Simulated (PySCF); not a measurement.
Structure problem from calculated spectra and properties.

Formula: C3H3O3P.

| Property | Result |
| --- | --- |
| 13C NMR | chemical shifts (computed TMS as zero) by class: 214.5 (1 C), 181.6 (1 C), 55.9 (1 C) ppm [GIAO PBE0/pcSseg-1] |
| Dipole | 2.55 D [B3LYP/def2-SVPD] |
| 1H NMR | chemical shifts (computed TMS as zero) by class: 3.94 (3 H) ppm [GIAO PBE0/pcSseg-1] |
| Rotational structure | rotational constants A, B, C: 6.295, 1.251, 1.051 GHz [GFN2-xTB] |
| Triplet | lowest triplet excitation (Tamm–Dancoff): 2.67 eV [TDA B3LYP/def2-SVPD] |
| NMR, other nuclei | isotropic shieldings of nuclei other than C and H, by class: -155 (1 O), -134 (1 O), 120 (1 O), 504 (1 P) ppm [GIAO PBE0/pcSseg-1] |

Electronic properties: PySCF, gas phase, density fitting. Levels stand in brackets. One conformer (not necessarily the lowest) at the GFN2-xTB geometry, without solvent, vibrations or thermal averaging. NMR classes are plain means over equivalent atoms (diastereotopic ones count apart unless rotation or inversion swaps them), as if these changed places fast.

Question: Propose a structure and show how it fits.

Answer: Numbering: `[CH3:1][O:2][C:3](=[O:4])[P:5]=[C:6]=[O:7]`. 3 carbons fall into 3 classes; from least to most shielded: central carbon of cumulated double bonds [C6] (214.5 ppm), carbonyl carbon [C3] (181.6 ppm), methoxy carbon [C1] (55.9 ppm). All hydrogens form one class (3.94 ppm): methyl hydrogen. The other shieldings belong to: -155 ppm, carbonyl oxygen [O4]; -134 ppm, oxygen bonded to C [O7]; 120 ppm, oxygen singly bound to a carbonyl carbon [O2]; 504 ppm, phosphorus bonded to 2 C [P5]. The optimised geometry has point group Cs and is an asymmetric top. Structure: `P(=C=O)C(OC)=O`. The assignments are read from this structure; whether some other isomer fits the data as well wasn't checked.

The values belong to the conformer `[CH3:1][O:2][C:3](=[O:4])[P:5]=[C:6]=[O:7]`: C1–O2–C3–O4 0°, O2–C3–P5–C6 180°.
